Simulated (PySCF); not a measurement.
# Polarisability and C₆ of Zn(12+) (zinc, charge +12)

[Ar], closed-shell 1S. Computed with PySCF 2.14 in an even-tempered Gaussian basis (17 s from 0.81 bohr⁻², ratio 2.5; 11 p from 1.1 bohr⁻², ratio 2.5; 5 d from 7 bohr⁻², ratio 2.7; 4 f from 11 bohr⁻², ratio 2.7), with the non-relativistic Hamiltonian (point nucleus). Coupled (time-dependent) response in atomic units; α is the mean over directions.

```csv
method,mean α (bohr³),C₆ (like pair),S(−4)
UHF,0.09867,0.04648,0.003553
PBE0,0.09994,0.04713,0.003660
```

S(−4) is the Cauchy moment in α(ω) = α(0) + S(−4) ω² + …

α(iu) at PBE0:

```tsv
u (hartree)	α(iu) (bohr³)
0	0.09993
0.600	0.09864
1.20	0.09498
2.40	0.08309
3.60	0.06959
4.80	0.05765
6.00	0.04813
9.00	0.03281
12.0	0.02451
18.0	0.01622
30.0	0.009415
```

A single London oscillator, α(iu) = α/(1 + u²/ω²), gives C₆ = (3/4) ω α². Matching the computed C₆ needs ω = 4 × 0.04713 / (3 × 0.09994²) = 6.29 hartree.

For an ion, C₆ is the dispersion term alone; charge-induced terms of lower order in 1/R come first.
